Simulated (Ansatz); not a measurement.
Reaction (hydrogenolysis of the Si–Cl bond): `CO[SiH](Cl)SC` + H₂ → `CO[SiH2]SC` + HCl

Gas-phase electronic energies from Ansatz, PBE0-D4/def2-TZVP geometries. CCSD(T)/CBS adds triple-zeta CCSD(T) − MP2 to the extrapolated MP2 energy (def2 sets, frozen cores). This one scheme is used for every species. DFT in def2-TZVPP. B3LYP here is the variant with VWN-RPA as its local correlation; programs differ in this. Each species was taken in one conformer, which may not be the lowest.

```
             level  ΔE (kcal/mol)  difference from CCSD(T)/CBS
           PBE0-D4           20.1                         -0.3
           ωB97M-V           20.6                          0.2
            r2SCAN           21.2                          0.8
             B3LYP           17.9                         -2.5
     HF/def2-TZVPP           16.7                         -3.7
SCS-MP2/def2-TZVPP           19.8                         -0.6
CCSD(T)/def2-TZVPP           19.0                         -1.4
     HF/def2-QZVPP           16.7                         -3.7
      HF/CBS(def2)           16.7                         -3.7
    CCSD/CBS(def2)           19.5                         -0.9
       CCSD(T)/CBS           20.4                            0
```

Largest T1 diagnostic among the species: 0.011.

In def2-TZVPP, CCSD(T) changes the Hartree–Fock value by +2.3 kcal/mol (the triples alone add +0.9 kcal/mol) and MP2 by +4.8 kcal/mol. The D4 term adds +2.3 kcal/mol with B3LYP and +1.2 kcal/mol with PBE0; it sums over pairs of atoms, weighted by their polarisabilities, and B3LYP, whose exchange is more repulsive, gets the larger term.
